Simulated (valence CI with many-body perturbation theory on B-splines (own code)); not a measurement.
Which ion has this spectrum?

A relativistic CI+MBPT calculation for an atom or ion with 13 electrons gives these levels (cm⁻¹):

```tsv
J	Parity	E	g
1/2	odd	0	0.66
3/2	odd	15313	1.33
1/2	even	208330	2.66
3/2	even	214453	1.73
5/2	even	222372	1.59
3/2	even	276547	0.80
5/2	even	278155	1.21
1/2	even	339320	1.78
1/2	even	360731	0.90
3/2	even	367787	1.33
3/2	even	440786	0.80
5/2	even	442288	1.20
3/2	odd	534493	0.84
5/2	odd	537254	1.20
```

The energies are calculated, with errors of perhaps 300 cm⁻¹, more in some levels.

**Question.** Which is it?
A. Co14+
B. Ni15+
C. Cr11+
D. Mn12+

**Answer.** D. Mn12+, ground level 3s2 3p 2P°_1/2.
